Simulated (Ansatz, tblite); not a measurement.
Cost and result up the ladder for SiI2 (3 atoms). Charge 0, multiplicity 1. Geometry: r2SCAN-D4/def2-TZVP.

```xyz
3

Si    0.546    0.868    0.075
I    -0.427   -0.171   -1.962
I    -0.119   -0.697    1.887
```

Ansatz on 4 threads of Arm Neoverse V2 on a shared host; xTB runs through tblite on one thread. Times are rough, summed over both states, and most runs start from the orbitals of an earlier one. PBE0-D4/def2-TZVP serves as the yardstick here, not as an exact answer. The other state is a triplet.

In the def2 sets I takes a core potential; there is no spin–orbit coupling. The xTB rows come from tblite.

xTB has no spin-polarisation term.

| level | functions | wall time | vertical triplet (eV) | difference from PBE0-D4/def2-TZVP (eV) |
| --- | --- | --- | --- | --- |
| GFN1-xTB | 27 | 0.005 s | 2.69 | 0.97 |
| GFN2-xTB | 27 | 0.005 s | 2.34 | 0.62 |
| PBE-D4/def2-TZVP (with forces) | 137 | 2.6 s | 1.80 | 0.07 |
| PBE0-D4/def2-TZVP | 137 | 3.7 s | 1.73 | 0.00 |
| r2SCAN-D4/def2-TZVP | 137 | 6.1 s | 1.62 | -0.11 |
